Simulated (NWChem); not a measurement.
Everything below was run with NWChem. System: CHF₂, charge 0, spin multiplicity 2, at a geometry optimised with UB3LYP/def2-SVP. The structure started from a generated list of species. Its SCF solution wasn't tested for a lower state. Level: UMP2/def2-TZVP, 3 core orbitals frozen.

Input file:

```
start mol
memory heap 200 mb stack 900 mb global 1100 mb
geometry units angstroms nocenter noautoz
  F      0.230132    -0.074502     1.097093
  C     -0.441924     0.239822     0.000000
  F      0.230132    -0.074502    -1.097093
  H     -1.490835    -0.097900     0.000000
  symmetry group Cs
end
basis spherical
  * library def2-tzvp
end
scf
  uhf
  nopen 1
  maxiter 100
  thresh 1e-7
  semidirect memsize 60000000 filesize 0
  # guess.movecs holds the orbitals of an unrestricted PBE0 run
  vectors input guess.movecs output mol.movecs
end
mp2
  freeze core 3
end
task mp2 energy
```

Output (cleaned and shortened):

```
             Northwest Computational Chemistry Package (NWChem) 7.3.0
             --------------------------------------------------------

                                NWChem Input Module
                                -------------------

 Scaling coordinates for geometry "geometry" by  1.889725989
 (inverse scale =  0.529177249)

 Turning off AUTOSYM since
 SYMMETRY directive was detected!

                             Geometry "geometry" -> ""
                             -------------------------

 Output coordinates in angstroms (scale by  1.889725989 to convert to a.u.)

  No.       Tag          Charge          X              Y              Z
 ---- ---------------- ---------- -------------- -------------- --------------
    1 F                    9.0000     0.23013200    -0.07450200     1.09709300
    2 C                    6.0000    -0.44192400     0.23982200     0.00000000
    3 F                    9.0000     0.23013200    -0.07450200    -1.09709300
    4 H                    1.0000    -1.49083500    -0.09790000     0.00000000

 Effective nuclear repulsion energy (a.u.)      70.2351478383

            Nuclear Dipole moment (a.u.)
            ----------------------------
        X                 Y               Z
 ---------------- ---------------- ----------------
    -0.0000056692    -0.0000075589     0.0000000000

      Symmetry information
      --------------------

 Group name             Cs
 Group number              2
 Group order               2
 No. of unique centers     3

      Symmetry unique atoms

     1    2    4


 Summary of "ao basis" -> "" (spherical)
 ------------------------------------------------------------------------------
       Tag                 Description            Shells   Functions and Types
 ---------------- ------------------------------  ------  ---------------------
 *                         def2-tzvp                  on all atoms

 Summary of "ao basis" -> "ao basis" (spherical)
 ------------------------------------------------------------------------------
       Tag                 Description            Shells   Functions and Types
 ---------------- ------------------------------  ------  ---------------------
 F                         def2-tzvp                11       31   5s3p2d1f
 C                         def2-tzvp                11       31   5s3p2d1f
 H                         def2-tzvp                 4        6   3s1p

                                 NWChem SCF Module
                                 -----------------

  ao basis        = "ao basis"
  functions       =    99
  atoms           =     4
  alpha electrons =    13
  beta  electrons =    12
  charge          =   0.00
  wavefunction    = UHF
  use symmetry    = T
  symmetry adapt  = T

 Summary of "ao basis" -> "ao basis" (spherical)
 ------------------------------------------------------------------------------
       Tag                 Description            Shells   Functions and Types
 ---------------- ------------------------------  ------  ---------------------
 F                         def2-tzvp                11       31   5s3p2d1f
 C                         def2-tzvp                11       31   5s3p2d1f
 H                         def2-tzvp                 4        6   3s1p

      Symmetry analysis of basis
      --------------------------

        a'         57
        a"         42

 Forming initial guess at       0.0s

   Symmetry analysis of molecular orbitals - initial alpha
   -------------------------------------------------------
[...]
    3 F    9     4.63   0.39  0.60  0.30  0.51  0.17  1.14  1.14  0.38  0.00  0.01  0.00
    4 H    1     0.43   0.13  0.24  0.05  0.01

   Mulliken analysis of the beta density
   -------------------------------------

    Atom       Charge   Shell Charges
 -----------   ------   -------------------------------------------------------
    1 F    9     4.61   0.39  0.60  0.30  0.51  0.17  1.10  1.13  0.42  0.00  0.01  0.00
    2 C    6     2.33   0.43  0.56  0.22  0.25  0.03  0.37  0.32  0.03  0.03  0.07  0.01
    3 F    9     4.61   0.39  0.60  0.30  0.51  0.17  1.10  1.13  0.42  0.00  0.01  0.00
    4 H    1     0.44   0.13  0.25  0.06  0.01

   Mulliken analysis of the spin density
   -------------------------------------

    Atom       Charge   Shell Charges
 -----------   ------   -------------------------------------------------------
    1 F    9     0.02   0.00 -0.00  0.00  0.00 -0.01  0.04  0.01 -0.03  0.00  0.00  0.00
    2 C    6     0.97   0.00 -0.00  0.07  0.09  0.05  0.35  0.35  0.06 -0.00  0.00 -0.00
    3 F    9     0.02   0.00 -0.00  0.00  0.00 -0.01  0.04  0.01 -0.03  0.00  0.00  0.00
    4 H    1    -0.01   0.00 -0.01 -0.01  0.00

       Multipole analysis of the density wrt the origin
       ------------------------------------------------

     L   x y z        total         alpha         beta         nuclear
     -   - - -        -----         -----         ----         -------
     0   0 0 0     -0.000000    -13.000000    -12.000000     25.000000

     1   1 0 0     -0.643825      0.070101     -0.713921     -0.000006
     1   0 1 0      0.018145     -0.500170      0.518322     -0.000008
     1   0 0 1     -0.000000     -0.000000     -0.000000      0.000000

     2   2 0 0    -10.370033    -13.606124    -12.289694     15.525785
     2   1 1 0      0.272094      1.984455      1.139352     -2.851713
     2   1 0 1      0.000000      0.000000      0.000000      0.000000
     2   0 2 0    -11.653769     -7.879264     -5.397846      1.623341
     2   0 1 1     -0.000000     -0.000000     -0.000000      0.000000
     2   0 0 2    -13.306093    -45.803430    -44.869895     77.367233

                   NWChem MP2 Semi-direct Energy/Gradient Module
                   ---------------------------------------------

  Basis functions       =     99
  Molecular orbitals    =     99
  Frozen core           =      3
  Frozen virtuals       =      0
  Active alpha occupied =     10
  Active beta occupied  =      9
  Active alpha virtual  =     86
  Active beta virtual   =     87
  Use MO symmetry       = T
  Use skeleton AO sym   = T

  AO/Fock/Back tols     =   1.0D-09  1.0D-09  1.0D-09

 GA uses MA = F    GA memory limited = T

 Available:
  local mem=  1.26D+08
 global mem=  1.44D+08
 local disk=  0.00D+00
  mp2_memr nvloc                    86
  nvloc new                    86
   1 passes of  10:        5242880                      62976                  14321045.
   1 passes of  10: M    126152554           G      144159598           F     120909674.

 Semi-direct pass number   1 of   1  for UHF alpha       at        1.7s
  vrange nnbf                  4892
  mp2_eaftype                    54  avail_ma_in_mb                  1099
 EAF : mp2_eaftype filesize          54    7160522.
  mp2_eaf for mointskh                     54
Node 0 wrote     33.7 Mb in      0.0 s     Agg I/O rate:  1469.0 Mb/s
 Done moints_semi at        3.2s
  mp2_eaftype                    54  avail_ma_in_mb                  1045
 EAF : mp2_eaftype filesize          54    7160522.
  mp2_eaf for kh                    54
 Done maket at        3.3s
 Done multipass loop at        3.3s

 GA uses MA = F    GA memory limited = T

 Available:
  local mem=  1.26D+08
 global mem=  1.44D+08
 local disk=  0.00D+00
  mp2_memr nvloc                    87
  nvloc new                    87
   1 passes of   9:        5242880                      59128                  13040319.
   1 passes of   9: M    126152554           G      144159598           F     120909674.

 Semi-direct pass number   1 of   1  for UHF beta        at        3.3s
  vrange nnbf                  4892
  mp2_eaftype                    49  avail_ma_in_mb                  1099
 EAF : mp2_eaftype filesize          49    6520160.
  mp2_eaf for mointskh                     49
Node 0 wrote     30.6 Mb in      0.0 s     Agg I/O rate:  1146.1 Mb/s
 Done moints_semi at        4.7s
  mp2_eaftype                    49  avail_ma_in_mb                  1050
 EAF : mp2_eaftype filesize          49    6520160.
  mp2_eaf for kh                    49
 Done maket at        4.8s
 Done multipass loop at        4.8s

          -------------------------------------------
          SCF energy                -237.373519924830
          Correlation energy          -0.631213698155
          Singlet pairs                0.000000000000
          Triplet pairs                0.000000000000
          Total MP2 energy          -238.004733622985
          -------------------------------------------

          ---------------------------------------------------
                    Spin Component Scaled (SCS) MP2
          Same spin pairs                     -0.164795079463
          Same spin scaling factor             0.333333333333
          Opposite spin pairs                 -0.466418618692
          Opposite spin scaling fact.          1.200000000000
          SCS-MP2 correlation energy          -0.614634035584
          Total SCS-MP2 energy              -237.988153960415
          ---------------------------------------------------

 -----------------------
 Performance information
 -----------------------

 Timer overhead =  1.12D-07 seconds/call

               Nr. of calls         CPU time (s)                 Wall time (s)                GFlops
             ---------------    -------------------     ------------------------------   -------------------
Name         Min   Avg   Max    Min     Avg     Max     Min     Avg     Max   Mx/calls   Min     Max     Sum
mp2: moin     2     2     2    2.9     2.9     2.9      2.9     2.9     2.9     1.4      0.0     0.0     0.0
mp2: make     2     2     2   0.22    0.22    0.22     0.22    0.22    0.22    0.11      0.0     0.0     0.0
mp2: tota     1     1     1    3.1     3.1     3.1      3.1     3.1     3.1     3.1      0.0     0.0     0.0

 The average no. of pstat calls per process was 5.00D+00
 with a timing overhead of 5.62D-07s

 Task  times  cpu:        4.8s     wall:        4.8s

 Total times  cpu:        4.8s     wall:        4.8s
```
